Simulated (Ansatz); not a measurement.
CH$_{7}$AlBFSi at its PBE0-D4/def2-TZVP geometry, where that method's forces vanish. The species carries charge 0 and has multiplicity 1. The bonds changed during the relaxation, so this is another structure than the one it started from.

```xyz
12

B     0.6863   -1.4141   -0.0380
C    -0.3214   -0.5126    0.5360
F    -1.4012   -1.0387    1.2181
Al   -0.3889   -0.1411   -1.5527
Si    0.0097    1.2476    1.1528
H     0.7111   -2.6034   -0.0190
H     1.4414   -0.8315   -0.8338
H    -0.0506    1.3695   -1.8630
H    -0.9862   -1.1458   -2.6153
H    -1.1257    2.1609    0.8616
H     1.2502    1.7647    0.5281
H     0.1755    1.1445    2.6251
```

What forces (eV/Å) does r2SCAN-D4/def2-TZVPP give on these atoms in Ansatz 0.2.0? (Estimate.)

The calculation gave: 
```
B1   0.049 -0.076 -0.063
C2   0.285  0.171 -0.183
F3  -0.302 -0.134  0.205
Al4  0.048 -0.009 -0.022
Si5 -0.007  0.060  0.021
H6   0.000  0.039 -0.002
H7  -0.033 -0.017  0.021
H8  -0.023 -0.038 -0.012
H9  -0.002  0.026  0.016
H10  0.022 -0.012  0.018
H11 -0.030 -0.008  0.025
H12 -0.008 -0.003 -0.023
```
